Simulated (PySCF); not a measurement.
Vertical excitation energies

C2H10F2Si3.
SMILES: `FC(F)C([SiH3])([SiH3])[SiH3]`

Method: TDDFT PBE0/def2-SVPD, vertical, gas phase, core orbitals frozen in the response (PySCF). Isolated species at its GFN2-xTB geometry, gas phase. Torsions of this conformer, `[F:1][CH:2]([F:3])[C:4]([SiH3:5])([SiH3:6])[SiH3:7]`: F1–C2–C4–Si5 -59°.

Predict the UV-vis stick spectrum at this level.

```csv
state,E (eV),λ (nm),ν̃ (cm⁻¹),f,|μ| (D),symmetry,"main configurations (H = HOMO, L = LUMO)"
S1,7.68,161.5,61910,0.030,1.02,A′,H→L (97%)
S2,7.79,159.1,62850,0.0092,0.56,A″,H→L+1 (93%)
S3,7.87,157.5,63480,0.042,1.19,A″,H-1→L (94%)
S4,7.98,155.4,64350,0.0006,0.14,–,"H→L+2 (64%), H-1→L+1 (30%)"
S5,8.02,154.7,64660,0.0027,0.30,A′,"H-1→L+1 (64%), H→L+2 (30%)"
S6,8.17,151.7,65910,0.0057,0.43,A″,"H-1→L+2 (81%), H-1→L+3 (9%)"
S7,8.33,148.8,67220,0.153,2.20,A′,"H→L+3 (82%), H→L+4 (9%)"
S8,8.39,147.8,67670,0.0003,0.09,–,"H-3→L (63%), H→L+5 (12%), H-1→L+4 (11%)"
```

Triplets, Tamm–Dancoff:

```json
{"state": "T1", "E (eV)": "7.26", "λ (nm)": "170.8", "main configurations (H = HOMO, L = LUMO)": "H→L (91%)"}
{"state": "T2", "E (eV)": "7.42", "λ (nm)": "167.2", "main configurations (H = HOMO, L = LUMO)": "H-1→L (65%), H→L+1 (25%)"}
{"state": "T3", "E (eV)": "7.46", "λ (nm)": "166.2", "main configurations (H = HOMO, L = LUMO)": "H→L+1 (68%), H-1→L (26%)"}
```

The lowest singlet lies at 7.68 eV (162 nm, vacuum ultraviolet) and is weak; its leading configuration is HOMO→LUMO (97%). The strongest level in the table is S7 at 8.33 eV (149 nm, f = 0.153). Löwdin shares by element: HOMO silicon 34%, carbon 32% or more (atoms not listed hold the other 34%); LUMO silicon 47%, carbon 7% or more (atoms not listed hold the other 46%). Orbital energies (eV): HOMO-3 -9.70, HOMO-2 -9.61, HOMO-1 -9.07, HOMO -8.89, LUMO -0.02, LUMO+1 0.21, LUMO+2 0.34. Weighted by f, the mean energy of these states is 8.14 eV. Of the 8 states listed, 3 reach f = 0.01 and 1 stays under 0.0005. Symmetry labels in Cs follow from the direction of the transition dipole and are given only for states with f of 0.002 or more. Only the lowest 8 singlets were computed, as vertical energies without vibronic structure.
